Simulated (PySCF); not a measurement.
[Ti(H2O)6]2+: Ti(II) (d2), charge +2. The structure is a model geometry with rigid ligands and bond lengths from ionic radii, not a minimum; coordination octahedral, point group Th, metal–donor distances 2.22 Å.

Method (PySCF 2.14, density fitting): CASSCF(2,5) with orbitals averaged over all microstates of the shell, strongly contracted NEVPT2 on the averaged canonical orbitals; basis x2c-TZVPall on the metal, x2c-SVPall elsewhere; spin-free X2C; gas phase; spin-orbit coupling by state interaction with the mean-field operator over all roots.

CASSCF energies above the lowest CASSCF root:

| state | CASSCF / cm⁻¹ |
| --- | --- |
| 3Tg | 0 |
| 3Tg | 9754 |
| 1Tg | 11641 |
| 1Eg | 11933 |
| 3Ag | 21087 |
| 3Tg | 21330 |
| 1Ag | 23340 |
| 1Tg | 23797 |
| 1Tg | 26359 |
| 1Eg | 35348 |
| 1Ag | 54470 |

Question: How does dynamic correlation (SC-NEVPT2) move these states?

Answer: 
```csv
state,NEVPT2 / cm⁻¹,shift / cm⁻¹
3Tg,0,0
3Tg,11063,+1308
1Tg,9785,-1856
1Eg,10045,-1888
3Ag,23425,+2338
3Tg,20100,-1230
1Ag,20851,-2490
1Tg,22963,-834
1Tg,25550,-809
1Eg,35488,+140
1Ag,49398,-5072
```

The geometry is a model, and the complex may not exist in this form. The ground state is orbitally degenerate in this regular structure, which would distort (Jahn–Teller). NEVPT2 lifts 3Tg from 9754 to 11063 cm⁻¹; on the d shell alone it tends to overshoot states that fill the eg-type orbitals.
